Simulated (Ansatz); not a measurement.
CH$_{8}$N$_{2}$SSi (`C[Si](N)(N)S`), charge 0, multiplicity 1.

(1) Give a relaxed structure at PBE0-D4/def2-TZVP (Ansatz 0.2.0). (Estimate.)

Answers

(1) Computed: 
Cartesian coordinates in Å:
```
C -1.284 0.135 -0.891
Si 0.192 -0.010 0.241
N 1.378 -0.884 -0.632
N 0.977 1.411 0.765
S -0.496 -0.824 2.120
H -1.702 -0.845 -1.137
H -0.996 0.624 -1.825
H -2.072 0.727 -0.421
H 2.242 -1.133 -0.177
H 1.090 -1.607 -1.273
H 0.600 1.989 1.496
H 1.599 1.911 0.152
H -1.528 -1.493 1.581
```
This is one stationary point; other conformers may exist.
